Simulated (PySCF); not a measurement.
## Converging MgTl in the basis (MP2)

PySCF, ROHF reference; doublet, unpaired electrons π ↑; De to Mg + Tl without counterpoise correction. Frozen cores follow the default of each basis and core potential.

```json
{"basis": "cc-pVDZ/cc-pVDZ-PP", "relativity": "scalar-relativistic core potentials", "functions": "41", "Re (Å)": "3.095", "ωe (cm⁻¹)": "118", "De (eV)": "0.24", "frozen orbitals": "5"}
{"basis": "def2-SVP", "relativity": "scalar-relativistic core potentials", "functions": "44", "Re (Å)": "3.107", "ωe (cm⁻¹)": "118", "De (eV)": "0.26", "frozen orbitals": "5"}
{"basis": "def2-SVPD", "relativity": "scalar-relativistic core potentials", "functions": "53", "Re (Å)": "3.098", "ωe (cm⁻¹)": "120", "De (eV)": "0.28", "frozen orbitals": "5"}
{"basis": "aug-cc-pVDZ/aug-cc-pVDZ-PP", "relativity": "scalar-relativistic core potentials", "functions": "59", "Re (Å)": "3.082", "ωe (cm⁻¹)": "123", "De (eV)": "0.28", "frozen orbitals": "5"}
```

How does each smaller set differ from the one with most functions, aug-cc-pVDZ/aug-cc-pVDZ-PP?

cc-pVDZ/cc-pVDZ-PP: +1.3 pm, -4.1 % in ωe, -0.04 eV in De; def2-SVP: +2.5 pm, -4.1 % in ωe, -0.02 eV in De; def2-SVPD: +1.6 pm, -2.4 % in ωe, +0.00 eV in De. All at MP2; the set with most functions is neither the basis-set limit nor always the best.

Correlated steps freeze 5 core orbitals. The bond is weak. Basis-set superposition, not corrected here, can be much of De in a small basis, most of all at correlated wavefunction levels. Spin–orbit coupling is left out, which matters for elements this heavy, above all for dissociation energies. The state was picked by a PBE0 search and need not be the measured ground state.
